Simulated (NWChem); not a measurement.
Molecule: CH3BrCd; SMILES [Cd]([CH3])[Br]

This build's default masses of Se (78.918 u) and Br (79.917 u) are each other's, which moves their modes by up to 0.6 %. def2 effective core potentials on Cd; no spin-orbit coupling.

Q: Give the equilibrium geometry at PBE0/def2-SVP with def2 effective core potentials on Cd (NWChem) as a list of bonds and angles, with the point group.

A: point group C3v; any orientation.
Bonded distances (Å): Cd1–Br2 2.429, Cd1–C3 2.102, C3–H4 1.099, C3–H5 1.099, C3–H6 1.099. Bond angles (°): Br2–Cd1–C3 180.0, Cd1–C3–H4 109.9, Cd1–C3–H5 109.9, Cd1–C3–H6 110.0, H4–C3–H5 109.1, H4–C3–H6 109.0, H5–C3–H6 109.0.
